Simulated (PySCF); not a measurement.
## C₇H₁₀ClFO: full NMR table

* Formula: C7H10ClFO
* SMILES: C=C[C@@H](OC)C(=C)[C@H](F)Cl
* InChI: InChI=1S/C7H10ClFO/c1-4-6(10-3)5(2)7(8)9/h4,6-7H,1-2H2,3H3/t6-,7+/m1/s1
* Point group of the computed structure: C1
* Degrees of unsaturation: 2
* Carbon signals: 7
* Proton signals: 8

Mapped SMILES: `[CH2:1]=[CH:2][C@@H:3]([O:4][CH3:5])[C:6](=[CH2:7])[C@H:8]([F:9])[Cl:10]`. Hydrogens are named by the atom that carries them. Ha(C1), Ha(C7) are cis to C3; Hb(C1), Hb(C7) are trans to C3.

No solvent, no relativistic terms, equivalent nuclei averaged, one computed conformer. Structure optimised with GFN2-xTB; shielding tensors at PBE0/pcSseg-1 (GIAO); PySCF.

Scale: $^{1}$H (σ = 31.72 ppm), $^{13}$C (σ = 186.93 ppm) against TMS; CFCl3 for $^{19}$F (σ = 170.95 ppm); H2O for $^{17}$O (σ = 336.08 ppm) (reference shieldings calculated alike).

| carbon | δC, type | δH (multiplicity) | HMBC from (2–3 bonds) | span of the C tensor (ppm) |
| --- | --- | --- | --- | --- |
| C1 | 121.6, CH2 | Hb(C1) 5.57 (m); Ha(C1) 5.92 (m) | H(C2), H(C3) | 230 |
| C2 | 146.7, CH | 5.96 (m) | Ha(C1), Hb(C1), H(C3) | 224 |
| C3 | 87.4, CH | 4.27 (d) | H(C8), Hb(C7), H(C2), Ha(C1), Ha(C7), Hb(C1), H(C5) | 47 |
| C5 | 58.4, CH3 | 3.51 (s) | H(C3) | 86 |
| C6 | 157.5, C | – | H(C8), Hb(C7), H(C2), Ha(C7), H(C3) | 228 |
| C7 | 125.8, CH2 | Hb(C7) 6.23 (m); Ha(C7) 5.79 (m) | H(C8), H(C3) | 221 |
| C8 | 104.8, CH | 6.62 (m) | Hb(C7), Ha(C7), H(C3) | 76 |

Other nuclei:
| atoms | nucleus | environment | δ (ppm) | σ (ppm) |
| --- | --- | --- | --- | --- |
| F9 | $^{19}$F | fluorine on an sp3 carbon | -161.4 | 332.4 |
| O4 | $^{17}$O | ether oxygen | 35.3 | 300.7 |

Carbon types of the structure: 1 × C, 3 × CH, 2 × CH2, 1 × CH3, which accounts for all hydrogens. δC 157.5: fully substituted alkene carbon; an sp2 carbon of a C=C bond. δC 146.7: alkene CH; an sp2 carbon of a C=C bond. δC 125.8, 121.6: terminal =CH2 carbon; as expected for a trigonal carbon in a double bond. δC 104.8: allylic sp3 CH bonded to Cl and F; 2 electronegative neighbours deshield it. δC 87.4: allylic sp3 CH bonded to O; pulled downfield by the heteroatom.

Carbons that carry Cl, above all several Cl atoms, come out too deshielded, partly because spin–orbit coupling is missing. Splittings by $^{19}$F in the carbon and heteronuclear signals aren't shown, as no couplings were computed. Shifts are as computed. Against solution values, carbons near 30 ppm lie about +3 ppm off and those near 130 ppm about +5 ppm; carbons on Cl a further +6 ppm. Of 1309 compounds with measured shifts, 239 miss one by over three times the rms of a fit or turn the order of signals round; such compounds aren't used in these exercises. Unscaled 19F shifts against computed CFCl3 carry errors that often reach 10 to 50 ppm. Experimental scales use liquid or dissolved standards, which lie at an offset from isolated H2O (liquid H2O: subtract about 36 ppm). Multiplicities follow the n + 1 count of equivalent neighbours, as no J values were calculated; m marks all less simple cases, F and P coupling included.
